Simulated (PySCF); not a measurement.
**Energy of Cu⁻ (copper, charge -1) between two integer charges**

The 4s beta orbital of [Ar] 3d10 4s2 is emptied in steps (occupation f), with all orbitals relaxed, ending at [Ar] 3d10 4s1. All numbers are calculated (PySCF 2.14, scalar relativity through the core potential, in aug-cc-pVTZ-PP with ECP10MDF (6s6p5d3f2g, 88 functions)). The exact energy is a straight line in f; departures are measured from the line between the end points of the same method.

| f | BHandHLYP (eV) | TPSS (eV) |
| --- | --- | --- |
| 1 | 0.000 | 0.000 |
| 0.75 | -0.192 | -0.433 |
| 0.5 | -0.270 | -0.597 |
| 0.25 | -0.212 | -0.464 |
| 0 | 0.000 | 0.000 |

For TPSS, how does the orbital energy at f = 1 compare with the removal energy?

−ε = -1.057 eV against a total-energy difference of 1.169 eV. By Janak's theorem ε = ∂E/∂f, so the gap between them reflects the curvature. Along the path −ε is -0.045 (f = 0.75), 1.087 (f = 0.5), 2.334 (f = 0.25) eV.

| method | E(f=0) − E(f=1) (eV) | −ε at f=1 (eV) | −ε at f=0.5 (eV) |
| --- | --- | --- | --- |
| BHandHLYP | 0.923 | -0.035 | 0.868 |
| TPSS | 1.169 | -1.057 | 1.087 |

At f = 1 the orbital energy is positive for BHandHLYP, TPSS: only the finite basis holds the electron.

Reference removal energy between the ground levels: 1.236 eV (measured; photodetachment measurements, as compiled on the Wikipedia data page of electron affinities).
